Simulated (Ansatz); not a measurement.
Molecule: C2H10Si2, net charge 0, singlet state. 
Coordinates optimised at B3LYP-D3(BJ)/def2-TZVP (Ansatz, an electronic-structure program):
```
Si
H 1 1.4887
C 1 1.8823 2 108.96
H 3 1.0914 1 111.28 2 59.05
H 3 1.0920 4 107.92 1 -121.84
H 3 1.0923 4 107.97 5 -116.44
C 1 1.8823 2 108.96 3 -120.80
H 7 1.0914 1 111.28 2 -59.05
H 7 1.0920 8 107.92 1 121.84
H 7 1.0923 8 107.97 9 116.44
Si 1 2.3472 2 108.02 3 119.60
H 11 1.4856 1 111.33 2 60.35
H 11 1.4856 12 108.09 1 122.58
H 11 1.4869 12 107.77 13 116.22
```

Quantity: vertical triplet-singlet gap (E(triplet) - E(singlet); each state is the SCF solution reached for its spin), in kcal/mol. Correlated levels leave the core frozen unless marked. UHF or UKS for open shells. Spin-orbit coupling is left out. No relativistic terms. CBS marks a two-point X^-3 extrapolation of the correlation energy; Hartree-Fock from the larger set. The bracket is a focal-point correction in the basis named.

| level | program | vertical triplet-singlet gap (kcal/mol) | minus last row |
|---|---|---|---|
| HF/aug-cc-pV(T+d)Z | Ansatz | 139.9 | -5.6 |
| HF/aug-cc-pV(Q+d)Z | Ansatz | 139.7 | -5.8 |
| PBE/def2-TZVPD | Ansatz | 131.4 | -14.1 |
| r2SCAN/def2-TZVPD | Ansatz | 134.4 | -11.1 |
| CAM-B3LYP/def2-TZVPD | Ansatz | 143.3 | -2.2 |
| RI-MP2/CBS(aug-cc-pV(T+d)Z,aug-cc-pV(Q+d)Z) | Ansatz | 147.7 | 2.2 |
| RI-MP2/CBS(aug-cc-pV(T+d)Z,aug-cc-pV(Q+d)Z)+[CCSD(T)-MP2]/aug-cc-pV(T+d)Z | Ansatz | 145.5 | 0.0 |
